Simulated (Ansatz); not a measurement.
Method: frozen-core CCSD(T)/def2-TZVPP // B3LYP-D3(BJ)/def2-TZVP (Ansatz, an electronic-structure program). The geometry is that of the parent before the electron was removed.

Ansatz 0.2 input:
```yaml
crystal:
  periodic: [false, false, false]
  atoms:
    - { symbol: Cl, position_ang: [2.097007, 0.014559, 0.077902] }
    - { symbol: In, position_ang: [-0.268348, -0.001864, -0.009969] }
    - { symbol: H, position_ang: [-0.926193, 1.576347, -0.010405] }
    - { symbol: H, position_ang: [-0.902466, -1.589044, -0.057528] }
basis:
  gaussian: { orbitals: def2-TZVPP }
correlation:
  method: ccsd_t
total_charge: 1
magnetization:
  spin_polarized: true
  initial_magnetization: 1
```

Output:

```
Functional definition: HF
884 factors; integrals over basis functions are off by at most 1.1e-3 eV
mean field evaluation 1: about -17670.2008 eV, gradient 2.5e1 eV
mean field evaluation 2: about -17670.2018 eV, gradient 2.5e1 eV
mean field evaluation 4: about -17674.5926 eV, gradient 2.6e0 eV
mean field evaluation 8: about -17674.8181 eV, gradient 1.3e0 eV
mean field evaluation 16: about -17675.5210 eV, gradient 2.6e-4 eV
mean field evaluation 32: about -17674.6647 eV, gradient 3.2e-1 eV
mean field evaluation 64: about -17674.2608 eV, gradient 3.9e0 eV
mean field evaluation 96: about -17674.6681 eV, gradient 2.5e-1 eV
mean field evaluation 128: about -17674.6368 eV, gradient 1.5e0 eV
mean field evaluation 160: about -17675.2224 eV, gradient 4.4e0 eV
mean field evaluation 192: about -17675.3870 eV, gradient 1.5e0 eV
mean field evaluation 224: about -17674.1062 eV, gradient 4.3e0 eV
mean field evaluation 256: about -17675.2789 eV, gradient 1.3e-1 eV
mean field evaluation 288: about -17674.6566 eV, gradient 2.4e-1 eV
mean field evaluation 320: about -17674.6939 eV, gradient 3.4e-1 eV
mean field evaluation 352: about -17674.9038 eV, gradient 2.0e0 eV
mean field evaluation 384: about -17674.6370 eV, gradient 1.5e0 eV
mean field evaluation 416: about -17675.5210 eV, gradient 3.7e-2 eV
mean field evaluation 448: about -17670.5694 eV, gradient 1.1e-1 eV
mean field evaluation 480: about -17670.3866 eV, gradient 1.1e-1 eV
mean field evaluation 512: about -17670.0957 eV, gradient 4.5e-2 eV
mean field evaluation 544: about -17670.4700 eV, gradient 2.0e-3 eV
mean field evaluation 576: about -17668.6701 eV, gradient 9.5e-4 eV
mean field evaluation 608: about -17668.4641 eV, gradient 2.7e-3 eV
mean field evaluation 640: about -17674.6357 eV, gradient 1.5e0 eV
mean field evaluation 672: about -17674.6495 eV, gradient 3.9e-1 eV
mean field evaluation 704: about -17674.6700 eV, gradient 2.2e-1 eV
mean field evaluation 736: about -17674.5248 eV, gradient 2.0e-2 eV
mean field evaluation 768: about -17674.0401 eV, gradient 8.7e0 eV
mean field evaluation 800: about -17674.6222 eV, gradient 7.6e-1 eV
mean field evaluation 832: about -17674.5832 eV, gradient 1.2e0 eV
mean field evaluation 864: about -17674.6525 eV, gradient 3.5e-1 eV
mean field -17675.52100618 eV, -649.5634160786 hartree, gradient 3.7e-6 eV, S^2 0.761794; 15 other end points of the search recorded, 0 dependent functions left out
determinant -17675.52100618 eV, -649.5634160786 hartree, with singles and doubles -17688.34042087 eV, -650.0345208793 hartree
determinant -17675.27918801 eV, -649.5545294248 hartree, with singles and doubles -17688.00095161 eV, -650.0220456141 hartree
determinant -17674.52482584 eV, -649.5268071264 hartree, with singles and doubles -17687.51323369 eV, -650.0041223112 hartree
determinant -17675.52100618 eV, -649.5634160786 hartree, with singles and doubles -17688.29220590 eV, -650.0327490116 hartree
determinant -17675.27918801 eV, -649.5545294248 hartree, with singles and doubles -17687.91976176 eV, -650.0190619422 hartree
9 core orbitals not correlated
reference -17675.52100618 eV, -649.5634160786 hartree; 11, 10 occupied and 100, 101 virtual orbitals, 884 factors
second order -11.91193042 eV of doubles, -0.00000000 eV of singles
cycle   1  -12.77120089 eV  change   -1.2e-6 eV  update   2.2e-6
perturbative correction -0.42054694 eV, -0.0154548151 hartree
Total energy: -17688.71275401 eV, -650.0482038698 hartree
```

Cost: about 2.5 core-minutes (a rough figure).
